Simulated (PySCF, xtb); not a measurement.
H₃NSi, neutral, multiplicity 1. Atoms are numbered in the order given.

```xyz
5

Si     0.1137     0.6782     0.0000
H     -1.3987     0.9083     0.0000
N     -0.0169    -1.0304     0.0000
H     -0.8728    -1.5650     0.0000
H      0.7981    -1.6255     0.0000
```

Geometry: B3LYP-D3(BJ)/def2-TZVP.

Computed with IEF-PCM-ωB97X/def2-TZVPD (PySCF).

The values are the electrostatic part of the solvation free energy, E(continuum) − E(gas) at the gas-phase geometry, in a cavity of scaled van der Waals radii (PySCF's table); cavitation and dispersion terms are not included. In vacuum the orbital gap is 9.19 eV. The dipole moment in vacuum is 1.98 D.

### Question
Estimate the values in water (ε = 78.36), n-hexane (ε = 1.88), methanol (ε = 32.61). (The exact figures need the calculation; the answer reports its results.)

### Answer

```tsv
solvent	ε	ΔG(elec) (kcal/mol)	dipole (D)	gap (eV)
water	78.36	-3.6	2.66	9.28
n-hexane	1.88	-1.3	2.22	9.22
methanol	32.61	-3.5	2.64	9.28
```

For comparison, GFN2-xTB/ALPB(water) (xtb, at the GFN2-xTB geometry, all terms of that model) gives 0.3 kcal/mol.
